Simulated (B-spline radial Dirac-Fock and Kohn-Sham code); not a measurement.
**Isotope-shift constants of the inner levels of Pm**

System: the Pm atom in the configuration [Xe] 4f5 6s2.

The run's input, task.json:

```json
{"items": [{
  "Z": 61,
  "q": 0,
  "cfg": [[1, 0, 2], [2, 0, 2], [2, 1, 6], [3, 0, 2], [3, 1, 6], [3, 2, 10], [4, 0, 2], [4, 1, 6], [4, 2, 10], [4, 3, 5], [5, 0, 2], [5, 1, 6], [6, 0, 2]],
  "A": 145,
  "rrms": 4.962,
  "do": "isoshift",
  "isotopes": [[145, 144.912755748, 4.962]]
}]}
```

Run with: `python xray2_run.py task.json out`

These are calculated numbers from a radial B-spline solver; the model is first-order field-shift and mass-shift constants from Dirac-Fock ground and hole states with a Fermi nucleus; the mass shift has no relativistic recoil terms. A binding energy shifts by δE = F·δ⟨r²⟩ + (K_N + K_S)·δ(1/M); F is taken for a change of radius at fixed skin thickness and so holds the higher radial moments.

```csv
level,F (meV/fm²)
K (1s),-243.6
L1 (2s),-30.84
L2 (2p1/2),0.5696
L3 (2p3/2),1.562
M1 (3s),-6.490
M2 (3p1/2),0.1866
M3 (3p3/2),0.4264
M4 (3d3/2),0.3911
M5 (3d5/2),0.3793
```

The mass shift is not given and not included below: at this Z its relativistic corrections are large. It matters little for K lines but can be comparable with the field shift of L lines.
